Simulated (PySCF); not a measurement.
C6H5O, SMILES c1[c]ccc(O)c1, multiplicity 2.

Geometry optimised at PBE-D3(BJ)/def2-SVP. The isomer is the one that the SMILES or the coordinates give; other isomers of the formula were not compared. The values are those of a single conformer.

The numbers are results of PySCF 2.14.0 with PBE-D3(BJ)/def2-SVP, not measurements.

No scaling factor is applied to the harmonic values.

| mode | ν (cm⁻¹) | IR (km/mol) | moving atoms (share of kinetic energy) |
|---|---|---|---|
| 1 | 237 | 0.0 | C 65 %, O 25 %, H 10 % |
| 2 | 384 | 102.4 | H 90 % |
| 3 | 395 | 2.5 | C 70 %, H 30 % |
| 4 | 397 | 9.9 | C 43 %, O 37 %, H 20 % |
| 5 | 471 | 13.5 | C 66 %, H 30 % |
| 6 | 522 | 0.1 | C 64 %, O 31 % |
| 7 | 590 | 0.3 | C 91 % |
| 8 | 656 | 2.7 | C 68 %, H 31 % |
| 9 | 754 | 9.8 | H 74 %, C 25 % |
| 10 | 785 | 39.7 | H 58 %, C 41 % |
| 11 | 795 | 20.5 | C 64 %, O 24 %, H 11 % |
| 12 | 886 | 0.2 | H 71 %, C 29 % |
| 13 | 918 | 0.2 | H 71 %, C 29 % |
| 14 | 957 | 0.5 | C 88 %, H 12 % |
| 15 | 1022 | 6.6 | C 56 %, H 44 % |
| 16 | 1060 | 14.6 | H 79 %, C 21 % |
| 17 | 1117 | 8.7 | H 91 %, C 9 % |
| 18 | 1156 | 129.8 | H 78 %, C 14 %, O 9 % |
| 19 | 1249 | 30.0 | H 74 %, C 24 % |
| 20 | 1277 | 53.8 | C 60 %, H 24 %, O 16 % |
| 21 | 1361 | 1.1 | C 88 %, H 11 % |
| 22 | 1413 | 46.5 | C 76 %, H 21 % |
| 23 | 1447 | 27.6 | C 73 %, H 25 % |
| 24 | 1582 | 89.3 | C 91 % |
| 25 | 1613 | 1.8 | C 93 % |
| 26 | 3083 | 13.2 | H 92 %, C 8 % |
| 27 | 3110 | 1.6 | H 92 %, C 8 % |
| 28 | 3114 | 3.1 | H 92 %, C 8 % |
| 29 | 3131 | 2.5 | H 91 %, C 9 % |
| 30 | 3706 | 50.2 | H 94 % |
